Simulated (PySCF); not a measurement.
C5H9N, SMILES C(C)(=C=CN)C.

The structure is a stationary point at ωB97X-D3(BJ)/def2-SVP. This is a generated structure with no PubChem entry under its InChIKey; it may be hypothetical. Other conformers were not sampled.

Two levels are set side by side: TDA-PBE/def2-SVPD (PySCF) and TDA-PBE0/def2-SVPD (PySCF). Vertical, same geometry. The lowest singlet is HOMO→LUMO 99 % with PBE and HOMO→LUMO 95 % with the other functional; states are paired by order. Differences are taken from unrounded values.

```json
[
 {"quantity": "lowest singlet excitation (eV)", "TDA-PBE0": "4.62"},
 {"quantity": "lowest triplet excitation (TDA) (eV)", "TDA-PBE0": "4.14"},
 {"quantity": "first bright state (f over 0.05) (eV)", "TDA-PBE0": "6.50"},
 {"quantity": "its oscillator strength", "TDA-PBE0": "0.10"}
]
```

What does TDA-PBE give, and how far is it from TDA-PBE0? (An estimate is asked for; the answer gives what the named calculation found.)


```json
[
 {"quantity": "lowest singlet excitation (eV)", "TDA-PBE": "4.20", "TDA-PBE minus TDA-PBE0": "-0.43"},
 {"quantity": "lowest triplet excitation (TDA) (eV)", "TDA-PBE": "3.91", "TDA-PBE minus TDA-PBE0": "-0.23"},
 {"quantity": "first bright state (f over 0.05) (eV)", "TDA-PBE": "5.84", "TDA-PBE minus TDA-PBE0": "-0.66"},
 {"quantity": "its oscillator strength", "TDA-PBE": "0.12", "TDA-PBE minus TDA-PBE0": "0.02"}
]
```

A lower first singlet is the usual sign of a functional without exact exchange. Differences between two approximate levels are no errors against the true value.

Rough cost on one machine, each run with all the roots and properties that it gave: TDA-PBE0 against TDA-PBE about 3 times.
